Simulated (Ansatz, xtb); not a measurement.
## Ranking isomers of CH5AgFNSi

8 gas-phase structures of CH5AgFNSi, found in a search over its isomers (lower ones may exist). Each was relaxed with GFN2-xTB; where two conformers were screened, the lower at r2SCAN-D4/def2-SVP is listed:

A. `C[Si@H](F)[NH][Ag]`, a singlet
B. `FCN[SiH2][Ag]`, a singlet
C. `F[SiH2]N[CH2][Ag]`, a singlet
D. `N[Si@H](F)[CH2][Ag]`, a singlet
E. a singlet given by its coordinates
F. `C[Si@](N)(F)[Ag]`, a singlet
G. `CN[Si@H](F)[Ag]`, a singlet
H. `NC[Si@H](F)[Ag]`, a singlet

E (Å):

```yaml
atoms:
  - { symbol: C, position_ang: [-0.7618, -2.4774, 0.8577] }
  - { symbol: Ag, position_ang: [2.1568, -1.6047, 1.2342] }
  - { symbol: F, position_ang: [-0.3442, 0.3777, -1.1173] }
  - { symbol: N, position_ang: [0.0749, -1.2994, 1.1021] }
  - { symbol: Si, position_ang: [-0.4671, 0.2051, 0.4975] }
  - { symbol: H, position_ang: [-0.6945, -2.8293, -0.1786] }
  - { symbol: H, position_ang: [-0.4898, -3.2974, 1.5264] }
  - { symbol: H, position_ang: [-1.8069, -2.2240, 1.0492] }
  - { symbol: H, position_ang: [-1.8964, 0.4168, 0.6940] }
  - { symbol: H, position_ang: [0.4451, 1.2216, 1.0264] }
```

Close contacts (Å): C1–N4 1.47, Ag2–N4 2.11, Ag2–Si5 3.27, F3–Si5 1.63, N4–Si5 1.71, C1–H6 1.10, C1–H7 1.09, C1–H8 1.09, Si5–H9 1.46, Si5–H10 1.46.

Which do you expect lowest at r2SCAN-D4/def2-SVP, and how would the others follow?

Calculated order at r2SCAN-D4/def2-SVP: F (0.0), D (73.3), G (74.2), A (81.5), H (134.2), E (158.3), C (166.5), B (232.1) kJ/mol. Less than 1 kcal/mol parts D and G, so the order within that pair means little.

Energies above the lowest of each column, in kJ/mol; the last columns are at B3LYP-D3(BJ)/def2-SVP geometries and were run for some of them only (a dash: not run or not comparable):

```json
{"structure": "F", "GFN2-xTB": "21.5", "HF/STO-3G": "54.0", "r2SCAN-D4/def2-SVP": "0.0", "B3LYP-D3(BJ)/def2-SVP": "0.0", "CCSD(T)/def2-SVP + ΔMP2/def2-TZVPP": "0.0"}
{"structure": "D", "GFN2-xTB": "104.3", "HF/STO-3G": "75.0", "r2SCAN-D4/def2-SVP": "73.3", "B3LYP-D3(BJ)/def2-SVP": "76.4", "CCSD(T)/def2-SVP + ΔMP2/def2-TZVPP": "–"}
{"structure": "G", "GFN2-xTB": "0.0", "HF/STO-3G": "115.2", "r2SCAN-D4/def2-SVP": "74.2", "B3LYP-D3(BJ)/def2-SVP": "69.1", "CCSD(T)/def2-SVP + ΔMP2/def2-TZVPP": "84.6"}
{"structure": "A", "GFN2-xTB": "69.2", "HF/STO-3G": "0.0", "r2SCAN-D4/def2-SVP": "81.5", "B3LYP-D3(BJ)/def2-SVP": "87.0", "CCSD(T)/def2-SVP + ΔMP2/def2-TZVPP": "–"}
{"structure": "H", "GFN2-xTB": "99.0", "HF/STO-3G": "168.3", "r2SCAN-D4/def2-SVP": "134.2", "B3LYP-D3(BJ)/def2-SVP": "–", "CCSD(T)/def2-SVP + ΔMP2/def2-TZVPP": "–"}
{"structure": "E", "GFN2-xTB": "72.6", "HF/STO-3G": "94.6", "r2SCAN-D4/def2-SVP": "158.3", "B3LYP-D3(BJ)/def2-SVP": "–", "CCSD(T)/def2-SVP + ΔMP2/def2-TZVPP": "–"}
{"structure": "C", "GFN2-xTB": "83.0", "HF/STO-3G": "171.2", "r2SCAN-D4/def2-SVP": "166.5", "B3LYP-D3(BJ)/def2-SVP": "–", "CCSD(T)/def2-SVP + ΔMP2/def2-TZVPP": "–"}
{"structure": "B", "GFN2-xTB": "134.3", "HF/STO-3G": "167.0", "r2SCAN-D4/def2-SVP": "232.1", "B3LYP-D3(BJ)/def2-SVP": "–", "CCSD(T)/def2-SVP + ΔMP2/def2-TZVPP": "–"}
```

CCSD(T)/def2-SVP + ΔMP2/def2-TZVPP puts F lowest of those it was run on; GFN2-xTB picks G, HF/STO-3G picks A. Flexible structures stand in one conformer each, not always the lowest. Frequencies (B3LYP-D3(BJ)/def2-SVP) were run for F, G alone. The ΔMP2 step shifts differences by up to 16.8 kJ/mol, which makes them less sure. Atoms past krypton carry core potentials in the def2 sets, without spin–orbit terms. ΔMP2 is the change of the MP2 energy from the smaller to the larger basis.

Over these structures GFN2-xTB departs from r2SCAN-D4/def2-SVP by 43.3 kJ/mol on average once a common shift is removed. A GFN2-xTB relaxation took about 0.099 s and the r2SCAN-D4/def2-SVP energy about 2.6 s on a shared host (Ansatz 0.2.0, xtb 6.7.1).
